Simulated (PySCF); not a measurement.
SMILES [CH](/[GeH3])=C/B(O)O (GFN2-xTB optimised geometry):

```
13

O      0.654     1.302    -0.013
B      1.401     0.174    -0.001
O      2.754     0.299     0.011
C      0.607    -1.173     0.000
C     -0.724    -1.173     0.000
Ge    -1.830     0.431     0.000
H      1.150     2.121    -0.013
H      3.256    -0.513     0.021
H      1.141    -2.121     0.001
H     -1.260    -2.117     0.000
H     -3.256    -0.076     0.009
H     -1.696     1.275     1.220
H     -1.708     1.268    -1.226
```

Calculation: PBE/def2-TZVP (PySCF 2.14.0).

Problem. What are the frontier orbital energies and the dipole moment?

Solution. HOMO-2 -7.15 eV, HOMO-1 -7.05 eV, HOMO -6.78 eV, LUMO -1.95 eV, LUMO+1 -0.18 eV; dipole moment 2.40 D.

Meta-Löwdin charges at PBE/def2-TZVP: O1 -0.48, B2 0.38, O3 -0.50, C4 -0.23, C5 -0.25, Ge6 0.32, H7 0.35, H8 0.36, H9 0.11, H10 0.12, H11 -0.09, H12 -0.05, H13 -0.05.
